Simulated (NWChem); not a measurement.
System meant: C₂H₆OSe; SMILES CC[Se]O

The following NWChem deck was run.

```
start job
memory heap 200 mb stack 900 mb global 1100 mb
geometry units angstroms noautoz
  Se    -0.384442    -0.655030    -0.038680
  C     -0.388483     1.213061    -0.581615
  C      0.395271     2.124793     0.339056
  H     -1.459965     1.474941    -0.615537
  H     -0.009613     1.251945    -1.614126
  H      1.444766     1.798212     0.395636
  H     -0.021214     2.124593     1.357727
  H      0.390874     3.160822    -0.036770
  O      1.407300    -0.929767    -0.145321
  H      1.751572    -0.800100     0.747122
end
basis spherical
  * library def2-svp
end
dft
  odft
  mult 2
  xc b3lyp
  iterations 150
  mulliken
end
task dft energy
```

End of the output:

```
 Summary of "ao basis" -> "" (spherical)
 ------------------------------------------------------------------------------
       Tag                 Description            Shells   Functions and Types
 ---------------- ------------------------------  ------  ---------------------
 *                          def2-svp                  on all atoms

                                 NWChem DFT Module
                                 -----------------

 Summary of "ao basis" -> "ao basis" (spherical)
 ------------------------------------------------------------------------------
       Tag                 Description            Shells   Functions and Types
 ---------------- ------------------------------  ------  ---------------------
 Se                         def2-svp                12       32   5s4p3d
 C                          def2-svp                 6       14   3s2p1d
 H                          def2-svp                 3        5   2s1p
 O                          def2-svp                 6       14   3s2p1d

 Summary of "ao basis" -> "ao basis" (spherical)
 ------------------------------------------------------------------------------
       Tag                 Description            Shells   Functions and Types
 ---------------- ------------------------------  ------  ---------------------
 Se                         def2-svp                12       32   5s4p3d
 C                          def2-svp                 6       14   3s2p1d
 H                          def2-svp                 3        5   2s1p
 O                          def2-svp                 6       14   3s2p1d

  number of electrons :                   60
  multiplicity        :                    2
 ------------------------------------------------------------------------
  no. of electrons and multiplicity not compatible                  60
 ------------------------------------------------------------------------
 ------------------------------------------------------------------------
  current input line :
    25: task dft energy
 ------------------------------------------------------------------------
 ------------------------------------------------------------------------
 There is an error in the input file
 ------------------------------------------------------------------------
 For more information see the NWChem manual at https://nwchemgit.github.io

0: no. of electrons and multiplicity not compatible:Received an Error in Communication
```

### Question
Can this run be used? If not, why, and what is the fix?

### Answer
The input was rejected before any calculation. Cause: the multiplicity doesn't fit the number of electrons (an even count wants an odd multiplicity, and the reverse). This input runs:
```
start job
memory heap 200 mb stack 900 mb global 1100 mb
geometry units angstroms noautoz
  Se    -0.384442    -0.655030    -0.038680
  C     -0.388483     1.213061    -0.581615
  C      0.395271     2.124793     0.339056
  H     -1.459965     1.474941    -0.615537
  H     -0.009613     1.251945    -1.614126
  H      1.444766     1.798212     0.395636
  H     -0.021214     2.124593     1.357727
  H      0.390874     3.160822    -0.036770
  O      1.407300    -0.929767    -0.145321
  H      1.751572    -0.800100     0.747122
end
basis spherical
  * library def2-svp
end
dft
  xc b3lyp
  iterations 150
  mulliken
end
task dft energy
```
It converges to -2556.20141 Ha (B3LYP/def2-SVP).
